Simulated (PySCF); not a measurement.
Computed shifts of a molecule C₄H₇B, PBE/pcSseg-1 (PySCF), GIAO, gas phase, atoms alike by connectivity averaged where their shifts nearly agree, in ppm (number of nuclei): ¹³C: 122.7 (1), 103.2 (1), 21.1 (2). ¹H: 4.57 (1), 1.38 (6). References: ¹¹B against BF3 (σ = 83.9 ppm); ¹³C against TMS (σ = 182.0 ppm); ¹H against TMS (σ = 31.49 ppm), references at their B3LYP-D3(BJ)/def2-TZVP geometries, non-relativistic. Coordinates come from a B3LYP-D3(BJ)/def2-SVP optimisation. One conformer was computed; it need not be the lowest.

**Question.** Which molecule gave these data?
A) CB1C=CC1
B) C=CBC=C
C) C#CB(C)C

**Answer.** C, C#CB(C)C
